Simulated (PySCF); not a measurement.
A geometry optimisation on 4-methoxybutan-2-one (`COCCC(C)=O`).

Method: PBE0-D3(BJ)/def2-SVP geometry optimisation, gas phase (PySCF 2.14.0). Start geometry: GFN2-xTB. The input is one job of a driver script: a line of settings, then coordinates in Å.

Input:
```
{"job": {"xc": "PBE0", "basis": "def2-SVP", "d3": "d3bj", "grid": 2, "kind": "geom"}, "charge": 0, "multiplicity": 1}
C      1.957516    -1.542583     0.208621
O      0.744624    -0.909537    -0.105288
C      0.884544     0.475796    -0.325516
C     -0.492181     1.081688    -0.615326
C     -1.300407     1.140394     0.669755
C     -2.076219    -0.107193     0.974823
O     -1.279952     2.107670     1.387543
H      2.692727    -1.413486    -0.595064
H      1.734798    -2.600771     0.327651
H      2.382901    -1.150237     1.140480
H      1.329576     0.961215     0.557039
H      1.553304     0.649927    -1.183693
H     -0.349814     2.093181    -0.996142
H     -0.993261     0.465180    -1.359985
H     -2.892051    -0.204424     0.260719
H     -2.482907    -0.068211     1.981776
H     -1.420197    -0.966581     0.855978
```

Output:
```
step   0  E = -346.33787542  max force = 0.013004
step   1  E = -346.33968941  max force = 0.002817
step   2  E = -346.33976699  max force = 0.001029
step   3  E = -346.33981536  max force = 0.001550
step   4  E = -346.33986726  max force = 0.001151
step   5  E = -346.33991369  max force = 0.000783
step   6  E = -346.33993595  max force = 0.000474
step   7  E = -346.33996730  max force = 0.000715
step   8  E = -346.33999102  max force = 0.000846
step   9  E = -346.34000307  max force = 0.000433
optimisation converged
```

Energies in Eh; «max force» is the largest Cartesian gradient component in Eh/bohr.

Task: How much energy does the optimisation release, in eV?

Result: E(step 0) − E(last step) = 0.002128 Eh, which is 0.058 eV.

Task: Give the first gradient maximum in eV/Å.

Result: With 1 Eh/bohr = 51.422 eV/Å, 0.669 eV/Å.

In short: final energy -346.34000 Eh after 9 steps; dipole 2.67 D.

Task: Estimate the wall time. Hardware: Intel Xeon 6975P-C, one thread, shared host with 192 logical CPUs at a one-minute load of 141. And the peak memory of the process?

Result: About 94 s, with 0.72 GiB resident at the peak, the Python interpreter and its libraries included.
Labels such as C1 count atoms from 1, the log's own numbers from 0.
